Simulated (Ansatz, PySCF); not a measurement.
Ways to break one bond of CCl (CH3Cl):

A. CCl (CH3Cl) -> [CH2]Cl + H atom
B. CCl (CH3Cl) [chloromethane] -> [CH3] (CH3) + Cl atom

Quantity: bond dissociation energy (enthalpy at 298 K, with B3LYP-D3(BJ) rigid-rotor harmonic-oscillator terms from PySCF), kcal/mol. Structures are relaxed separately at B3LYP-D3(BJ)/def2-TZVP in Ansatz (a program for electronic structure). Cores are frozen in the correlated levels unless marked. UHF or UKS for open shells. Spin-orbit coupling is left out. No relativistic terms. Basis-set limits of correlation are two-point, X^-3; Hartree-Fock from the larger set.

```json
[
 {"": "A", "M06-L/def2-TZVPD (PySCF)": "96.1", "MP2/def2-TZVPP (Ansatz)": "97.9", "CCSD/cc-pV(D+d)Z (Ansatz)": "94.2", "CCSD(T)/CBS(def2-TZVPPD,def2-QZVPPD) (Ansatz)": "?"},
 {"": "B", "M06-L/def2-TZVPD (PySCF)": "85.5", "MP2/def2-TZVPP (Ansatz)": "85.8", "CCSD/cc-pV(D+d)Z (Ansatz)": "73.8", "CCSD(T)/CBS(def2-TZVPPD,def2-QZVPPD) (Ansatz)": "?"}
]
```

Complete the blanks.


- A, CCSD(T)/CBS(def2-TZVPPD,def2-QZVPPD) (Ansatz): 99.5
- B, CCSD(T)/CBS(def2-TZVPPD,def2-QZVPPD) (Ansatz): 84.4
